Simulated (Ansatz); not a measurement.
A nudged elastic band was laid between two geometries of AlBClF2H3O (9 atoms, charge 0, multiplicity 1).

Theory: RKS PBE/cc-pVDZ in Ansatz.

```
movable images  : 5
climbing image  : yes
spring          : 5.0 eV/Å²
optimiser       : quadratic models (default)
start path      : through a guess of the saddle point
force threshold : 0.05 eV/Å
iteration limit : 60
end points      : relaxed
```

Initial state:

```xyz
9
Properties=species:S:1:pos:R:3
B 0.217 -0.399 0.314
Cl -0.670 0.761 1.394
F 1.411 -0.002 -0.184
F -0.698 -0.779 -0.919
O 0.259 -1.807 0.906
Al -0.897 -2.616 -0.447
H -0.067 -3.496 -1.476
H -2.327 -2.896 0.193
H -0.053 -1.780 1.834
```

Final state:

```xyz
9
Properties=species:S:1:pos:R:3
B 0.098 -0.308 -0.698
Cl 0.394 -0.931 3.223
F 0.714 0.782 -0.223
F -0.151 -0.360 -2.022
O -0.260 -1.321 0.144
Al -1.065 -2.893 -0.179
H -1.259 -3.765 1.133
H -1.469 -3.228 -1.682
H 0.173 -0.989 1.918
```

(1) Which bonds break or form, and what moves?

(2) Give the energies along the band, and the barrier.

(3) What is the geometry of the highest image?

(4) What are the harmonic wavenumbers there?

Results:

(1) Bonds broken: B1–Cl2, F4–Al6, O5–H9. Bonds formed: Cl2–H9. AlBClF2H3O becomes AlBF2H2O + ClH.

(2) The run converged. The highest image is number 3 of 0 to 6, 31.2 kcal/mol above the first end and 15.4 kcal/mol above the last; the last end lies 15.7 kcal/mol above the first. A vibrational analysis at the climbing image gives one clearly imaginary mode, 772i cm⁻¹: a first-order saddle point. The orbitals stay closed-shell, which can raise the energy where a bond breaks towards radicals; this wasn't checked here.

```csv
image,path coordinate (Å),energy (kcal/mol),B1–Cl2 (Å),F4–Al6 (Å),O5–H9 (Å)
0,0.00,0.0,1.82,1.91,0.98
1,1.85,7.8,1.81,1.99,0.98
2,3.70,19.4,1.85,2.92,0.98
3,5.55,31.2,2.26,3.33,1.25
4,6.68,17.6,3.33,3.34,1.89
5,7.81,16.2,3.81,3.27,1.88
6,8.94,15.7,3.98,3.26,1.86
```

(3) 
```xyz
9
Properties=species:S:1:pos:R:3
B -0.126 -0.229 0.076
Cl 0.424 -0.041 2.259
F 0.827 0.432 -0.606
F -1.415 0.168 -0.050
O 0.079 -1.677 0.277
Al -0.803 -3.081 -0.426
H -0.676 -4.393 0.460
H -1.517 -2.832 -1.823
H 0.381 -1.359 1.447
```

(4) 772i, 30, 88, 141, 183, 225, 347, 409, 426, 502, 583, 658, 698, 781, 831, 898, 1192, 1356, 1531, 1893, 1925 cm⁻¹.

Run time: 3.8 min on 2 threads of Intel(R) Xeon(R) CPU @ 2.60GHz (Ice Lake), on a shared host, peak memory 0.18 GiB.
